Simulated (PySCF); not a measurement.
Geometry (Å), atoms numbered from 1 in this order:
```xyz
28

C    -4.0059    0.6940    0.3053
C    -3.1616   -0.4230   -0.2869
C    -1.7741    0.0306   -0.7172
C    -0.9151   -1.0812   -1.3047
C     0.4699   -0.6036   -1.7308
B     1.4088   -0.1439   -0.5597
O     1.2199   -0.6316    0.6961
C     2.0749   -0.2676    1.7586
C     3.4511    0.1092    1.2487
C     3.2964    1.1492    0.1592
F     2.7645    2.2863    0.7195
O     2.4528    0.7162   -0.8437
H    -3.5273    1.1240    1.2001
H    -4.1449    1.5151   -0.4167
H    -5.0050    0.3388    0.6009
H    -3.6846   -0.8638   -1.1545
H    -3.0608   -1.2421    0.4473
H    -1.8694    0.8479   -1.4560
H    -1.2516    0.4695    0.1521
H    -1.4440   -1.5287   -2.1645
H    -0.8115   -1.8861   -0.5568
H     1.0091   -1.4152   -2.2558
H     0.3976    0.2110   -2.4721
H     2.1281   -1.1154    2.4578
H     1.6309    0.5858    2.2979
H     4.0751    0.5096    2.0610
H     3.9656   -0.7697    0.8276
H     4.2565    1.4345   -0.3011
```

Geometry: PBE0-D3(BJ)/def2-SVP; GIAO shifts from PySCF 2.14, gas phase, non-relativistic, averaged over equivalent atoms.

At PBE0/pcSseg-1 (284 basis functions):
```tsv
atoms	δ (ppm)
C10	102.7
C8	57.2
C3	37.3
C9	33.7
C2	27.2
C4	26.6
C5	17.1
C1	16.8
B6	30.4
O12	172.5
O7	124.5
F11	-133.7
H28	5.69
H25	4.33
H24	3.88
H26	1.72
H27	1.65
H21	1.40
H20	1.14
H17	1.14
H16	1.13
H19	1.08
H13/H14/H15	0.96
H22	0.91
H18	0.80
H23	0.75
```

Chemical shifts δ = σref − σ; ¹³C (σref 184.41) and ¹H (σref 31.27) against TMS; ¹¹B (σref 100.73) vs BF3·OEt2; ¹⁷O (σref 334.56) against H2O; CFCl3 for ¹⁹F (σref 177.25), all at this level.

What do these become at wB97X-D/pcSseg-1?

Results:


```json
{"atoms": "C10", "δ at wB97X-D/pcSseg-1": "102.7", "change": "+0.0"}
{"atoms": "C8", "δ at wB97X-D/pcSseg-1": "57.1", "change": "-0.1"}
{"atoms": "C3", "δ at wB97X-D/pcSseg-1": "36.5", "change": "-0.8"}
{"atoms": "C9", "δ at wB97X-D/pcSseg-1": "33.8", "change": "+0.1"}
{"atoms": "C2", "δ at wB97X-D/pcSseg-1": "26.5", "change": "-0.7"}
{"atoms": "C4", "δ at wB97X-D/pcSseg-1": "26.0", "change": "-0.6"}
{"atoms": "C5", "δ at wB97X-D/pcSseg-1": "16.4", "change": "-0.7"}
{"atoms": "C1", "δ at wB97X-D/pcSseg-1": "16.9", "change": "+0.1"}
{"atoms": "B6", "δ at wB97X-D/pcSseg-1": "30.4", "change": "+0.0"}
{"atoms": "O12", "δ at wB97X-D/pcSseg-1": "164.1", "change": "-8.4"}
{"atoms": "O7", "δ at wB97X-D/pcSseg-1": "115.0", "change": "-9.5"}
{"atoms": "F11", "δ at wB97X-D/pcSseg-1": "-129.1", "change": "+4.6"}
{"atoms": "H28", "δ at wB97X-D/pcSseg-1": "5.64", "change": "-0.05"}
{"atoms": "H25", "δ at wB97X-D/pcSseg-1": "4.27", "change": "-0.06"}
{"atoms": "H24", "δ at wB97X-D/pcSseg-1": "3.84", "change": "-0.04"}
{"atoms": "H26", "δ at wB97X-D/pcSseg-1": "1.70", "change": "-0.02"}
{"atoms": "H27", "δ at wB97X-D/pcSseg-1": "1.61", "change": "-0.04"}
{"atoms": "H21", "δ at wB97X-D/pcSseg-1": "1.35", "change": "-0.05"}
{"atoms": "H20", "δ at wB97X-D/pcSseg-1": "1.10", "change": "-0.04"}
{"atoms": "H17", "δ at wB97X-D/pcSseg-1": "1.10", "change": "-0.04"}
{"atoms": "H16", "δ at wB97X-D/pcSseg-1": "1.09", "change": "-0.04"}
{"atoms": "H19", "δ at wB97X-D/pcSseg-1": "1.05", "change": "-0.03"}
{"atoms": "H13/H14/H15", "δ at wB97X-D/pcSseg-1": "0.96", "change": "+0.00"}
{"atoms": "H22", "δ at wB97X-D/pcSseg-1": "0.83", "change": "-0.08"}
{"atoms": "H18", "δ at wB97X-D/pcSseg-1": "0.79", "change": "-0.01"}
{"atoms": "H23", "δ at wB97X-D/pcSseg-1": "0.70", "change": "-0.05"}
```

Scale: TMS for ¹³C (σref 184.54), ¹H (σref 31.38); ¹¹B (σref 101.61) vs BF3·OEt2; ¹⁷O (σref 333.19) vs H2O; CFCl3 for ¹⁹F (σref 187.16) (reference shieldings calculated alike).

The largest change is at O7 (oxygen bonded to C, B, in a 6-membered ring). Cost: 284 basis functions. The order of the carbon signals changes between the two levels.

A carbon bonded to boron is broadened by the quadrupolar boron nucleus and is often missing from a measured spectrum. Unscaled 19F shifts against computed CFCl3 carry errors that often reach 10 to 50 ppm. Experimental scales use liquid or dissolved standards, which lie at an offset from isolated H2O (liquid H2O: subtract about 36 ppm).
